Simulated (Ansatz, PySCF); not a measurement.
AgI, triplet, at a GFN2-xTB geometry (such geometries of metal compounds can be far from the true shape) (the multiplicity is a formal guess) (core potentials on Ag, I). Base run: BHANDHLYP/def2-SVPD in PySCF.

Here is a job for PySCF.
```python
from pyscf import gto, scf, dft

mol = gto.Mole()
mol.atom = '''
    Ag   -0.000000   -0.000000   -1.542697
    I     0.000000    0.000000    1.368052
'''
mol.basis = 'def2-svpd'
mol.ecp = {'Ag': 'def2-svpd', 'I': 'def2-svpd'}
mol.charge = 0
mol.spin = 2
mol.verbose = 4
mol.build()

mf = dft.UKS(mol)
mf.xc = 'bhandhlyp'
mf.kernel()
```

The same geometry, method and basis name were run in Ansatz (a quantum-chemistry and plane-wave program) and PySCF, at each program's defaults and at the settings that a row names. The base is PySCF at its defaults. Differences at the defaults can come from grids, fitting, cores and function types together.

```
code and settings                                                               ΔE vs base (µEh)  basis functions      E (Eh)  SCF cycles  dipole (D)
------------------------------------------------------------------------------  ----------------  ---------------  ----------  ----------  ----------
PySCF, defaults (exact integrals, its default grid, spherical functions)                     0.0               69  -444.46875          13        2.22
Ansatz, defaults (factorised integrals, its default grid, spherical functions)               0.1               69  -444.46875           -           -
PySCF, density fitting with def2-universal-jkfit                                           -11.6               69  -444.46876          13        2.22
PySCF, fine grid                                                                             0.5               69  -444.46875          13        2.22
Ansatz, high accuracy                                                                       -1.2               69  -444.46875           -           -
```

Open shells are given as the SCF converged; they aren't shown to be the lowest states, and a large step between rows can be another state.
